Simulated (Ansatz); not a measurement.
`BB(C)BCl` + H₂O → `BB(C)O` + `BCl` at 600 K and 1 bar (formal hydrolysis of a B–B bond).

Calculated with Ansatz (gas phase, PBE0-D4/def2-TZVP geometries, no zero-point term in ΔE). CCSD(T)/CBS adds triple-zeta CCSD(T) − MP2 to the extrapolated MP2 energy (def2 sets, frozen cores). This one scheme is used for every species. Each species was taken in one conformer, which may not be the lowest.

```csv
species,CCSD(T)/CBS energy (Eh),H − E (kJ/mol),S (J/(mol·K))
`BB(C)BCl`,-575.80799,259.7,458.0
H₂O,-76.37941,76.8,212.8
`BB(C)O`,-166.44417,252.4,397.3
`BCl`,-485.78909,80.5,267.8
```

H − E and S are ideal-gas, rigid-rotor, harmonic terms from PBE0-D4/def2-TZVP, for one conformer and one mirror image of each species. 1 Eh = 2625.50 kJ/mol, R = 8.31446 J/(mol·K).

Task: By hand: ΔE, ΔH, ΔS and ΔG.

Result: ΔE = (-166.44417) + (-485.78909) − (-575.80799) − (-76.37941) = -0.04586 Eh = -120.4 kJ/mol. Δ(H − E) = 252.4 + 80.5 − 259.7 − 76.8 = -3.6, so ΔH = -124.0 kJ/mol. ΔS = 397.3 + 267.8 − 458.0 − 212.8 = -5.7 J/(mol·K). ΔG = -124.0 − 600 × (-5.7)/1000 = -120.6 kJ/mol.

Task: By hand: the equilibrium constant, and the temperature at which ΔG would vanish if ΔH and ΔS stayed fixed.

Result: log₁₀ K = −ΔG/(RT ln 10) = 10.5. ΔG = 0 at ΔH/ΔS = 21754 K, far beyond where these terms or the molecules hold.

The number of gas molecules stays the same, so ΔS is small and ΔH decides. A doubt of 5 kJ/mol in ΔE shifts log₁₀ K by 0.4 here. Other conformers and mirror images would add mixing entropy, several J/(mol·K) or more a flexible species. Modes under 60 cm⁻¹, often nearly free rotors, make the harmonic entropy too high. These are equilibria of isolated gas molecules and say nothing of rates. Largest T1 diagnostic: 0.014 (customary marks: 0.02 for closed shells, 0.045 for open ones).
